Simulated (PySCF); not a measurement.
Precursor series Cd NH2-Br. Isolated molecules, 0 K electronic values unless said otherwise. One relaxed conformer stands for each flexible species; it need not be the lowest.

The charge on the central atom (Mulliken) from two functionals at the same geometries (PBE-D3(BJ)/def2-SVP), both in PySCF: PBE-D3(BJ)/def2-TZVP and TPSSh-D3(BJ)/def2-TZVP. 

```tsv
species	TPSSh-D3(BJ)/def2-TZVP (e)
0 of 2 NH2 replaced by Br ([Cd(NH2)2])	0.73
1 of 2 NH2 replaced by Br ([Cd(NH2)(Br)])	0.72
2 of 2 NH2 replaced by Br ([Cd(Br)2])	0.73
```

**Question.** What does PBE-D3(BJ)/def2-TZVP give for each?

**Answer.** 
- 0 of 2 NH2 replaced by Br ([Cd(NH2)2]): 0.66
- 1 of 2 NH2 replaced by Br ([Cd(NH2)(Br)]): 0.65
- 2 of 2 NH2 replaced by Br ([Cd(Br)2]): 0.66
Over these rows, drawn at random from the members with no instability flagged (it was tested for open shells, ions and some series alone), PBE minus TPSSh-D3(BJ): mean -0.07 e, from -0.08 e to -0.07 e.
